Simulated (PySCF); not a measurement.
## `CO[C@H]1C[C@@H]1C(N)=O`, C5H9NO2

Geometry (Å), atoms numbered from 1 in this order:
```xyz
17

C    -2.3178   -1.0766   -0.0955
O    -1.9678    0.1839    0.4292
C    -0.7715    0.6716   -0.0710
C    -0.0476    1.7014    0.7121
C     0.5288    0.3045    0.6315
C     1.7231    0.0865   -0.2255
N     2.5770   -0.8703    0.2229
O     1.9188    0.6860   -1.2617
H    -1.5661   -1.8348    0.1527
H    -3.2710   -1.3438    0.3564
H    -2.4271   -1.0341   -1.1854
H    -0.7167    0.7254   -1.1570
H     0.4668    2.4748    0.1637
H    -0.4717    2.0042    1.6558
H     0.4480   -0.3097    1.5185
H     2.4671   -1.3181    1.1142
H     3.4208   -1.0387   -0.2986
```

Computed with TDDFT wB97X-D/aug-cc-pVDZ circular dichroism and optical rotation, one conformer, gas phase (PySCF 2.14.0). Geometry: GFN2-xTB.

The molecule is flexible and this is one conformer; a measurement averages over conformers.

Task: Draw the ECD and absorption spectra from the lowest 16 states, each a Gaussian of half-width 0.35 eV at 1/e height.

Result: 
| E (eV) | λ (nm) | Δε (L mol⁻¹ cm⁻¹) | ε (L mol⁻¹ cm⁻¹) |
| --- | --- | --- | --- |
| 5.36 | 231 | +0.01 | 8.96 |
| 5.46 | 227 | +0.02 | 18.7 |
| 5.56 | 223 | +0.03 | 33.1 |
| 5.66 | 219 | +0.06 | 50 |
| 5.76 | 215 | +0.10 | 64.9 |
| 5.86 | 211 | +0.18 | 74 |
| 5.96 | 208 | +0.41 | 79.9 |
| 6.06 | 204 | +0.93 | 95.7 |
| 6.16 | 201 | +1.88 | 146 |
| 6.26 | 198 | +3.25 | 264 |
| 6.36 | 195 | +4.62 | 482 |
| 6.46 | 192 | +5.22 | 828 |
| 6.56 | 189 | +4.35 | 1320 |
| 6.66 | 186 | +2.03 | 1970 |
| 6.76 | 183 | -0.78 | 2850 |
| 6.86 | 181 | -2.80 | 4100 |
| 6.96 | 178 | -3.46 | 5890 |
| 7.06 | 176 | -3.31 | 8320 |
| 7.16 | 173 | -3.52 | 11200 |
| 7.26 | 171 | -4.85 | 14100 |
| 7.36 | 168 | -7.02 | 16200 |
| 7.46 | 166 | -8.84 | 16900 |
| 7.56 | 164 | -8.95 | 16000 |
| 7.66 | 162 | -6.62 | 13900 |
| 7.76 | 160 | -2.28 | 11100 |
| 7.86 | 158 | +2.63 | 8360 |
| 7.96 | 156 | +6.36 | 5940 |

Δε uses R in velocity form, ε uses f in length form. Only the states computed contribute, so the short-wavelength end is incomplete.
